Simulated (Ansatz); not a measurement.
Stepwise reaction of `[SiH3]O[SiH](Cl)O[SiH3]` with methanol, as a gas-phase model of exchange steps in deposition or etching. ΔE in kJ/mol.

Computed with Ansatz on PBE0-D4/def2-TZVP structures; ΔE is electronic, products minus reactants. CCSD(T)/CBS adds triple-zeta CCSD(T) − MP2 to the extrapolated MP2 energy (def2 sets, frozen cores). This one scheme is used for every species. DFT in def2-TZVPP. B3LYP here is the variant with VWN-RPA as its local correlation; programs differ in this. One conformer a species, not always the lowest.

| step | reaction | PBE-D4 | B3LYP-D4 | ωB97M-V | CCSD(T)/CBS |
| --- | --- | --- | --- | --- | --- |
| 2 | `CO[SiH](Cl)O[SiH3]` + CH₃OH → `CO[SiH](Cl)OC` + `O[SiH3]` | 18.3 | 22.4 | 20.0 | 22.0 |

Problem. Give the row of step 1, `[SiH3]O[SiH](Cl)O[SiH3]` + CH₃OH → `CO[SiH](Cl)O[SiH3]` + `O[SiH3]`. (An estimate is asked.)

Solution. Ansatz gave: 
| step | reaction | PBE-D4 | B3LYP-D4 | ωB97M-V | CCSD(T)/CBS |
| --- | --- | --- | --- | --- | --- |
| 1 | `[SiH3]O[SiH](Cl)O[SiH3]` + CH₃OH → `CO[SiH](Cl)O[SiH3]` + `O[SiH3]` | 15.4 | 19.2 | 16.5 | 18.3 |

Problem. By hand: ΔE of the 2 steps together at CCSD(T)/CBS.

Solution. (18.3) + (22.0) = 40.3 kJ/mol, or 20.1 kJ/mol a step.

In ΔE the steps differ by no more than 3.7 kJ/mol. All are uphill at CCSD(T)/CBS. PBE-D4 differs from CCSD(T)/CBS by -3.7 to -2.9 kJ/mol a step. Isolated molecules leave out the surface, adducts and barriers. Largest T1 diagnostic: 0.011.
